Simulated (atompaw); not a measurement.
Pseudopotential generation for C (Z = 6): PAW (atompaw), PBE, scalar-relativistic.

atompaw 4.2.0.5 input, output lines left out:

```
C 6
GGA-PBE scalarrelativistic loggrid 1500 logderivrange -3 5 201
2 2 0 0 0 0
2 1 2
0 0 0
c
v
v
1
2.70 2.40 2.15 1.55
y
1.35
n
y
-0.05
n
modrrkj vanderbiltortho sinc
bessel
1.45
2.70
2.70
2.70
```

All-electron outer shells of the reference configuration (PBE, scalar-relativistic, ld1.x):

```json
{"shell": "1s", "level (eV)": "-273.38", "outermost node (bohr)": "–", "outermost maximum (bohr)": "0.17"}
{"shell": "2s", "level (eV)": "-13.75", "outermost node (bohr)": "0.38", "outermost maximum (bohr)": "1.22"}
{"shell": "2p", "level (eV)": "-5.29", "outermost node (bohr)": "–", "outermost maximum (bohr)": "1.20"}
```

(1) Estimate the cutoffs (Ry, on a coarse ladder) from which the occupation-weighted sum of valence levels, in a spherical-Bessel basis at the reference potential, stays within 10 and 1 mRy of its value at 400 Ry.

(2) Does the potential have ghost states?

(3) Is the overlap operator S = 1 + Σ q|β⟩⟨β| positive definite (Bessel basis up to 400 Ry)?

(4) Which valence shell sets the plane-wave cutoff?

Results:

(1) 8 Ry and 15 Ry.

(2) No extra level below or beside the all-electron valence levels (s, p, d, f tested).

(3) Yes: its lowest eigenvalue is 0.90 (s channel).

(4) 2s: its level needs 10 Ry to come within 1 mRy, against 8 Ry for 2p.
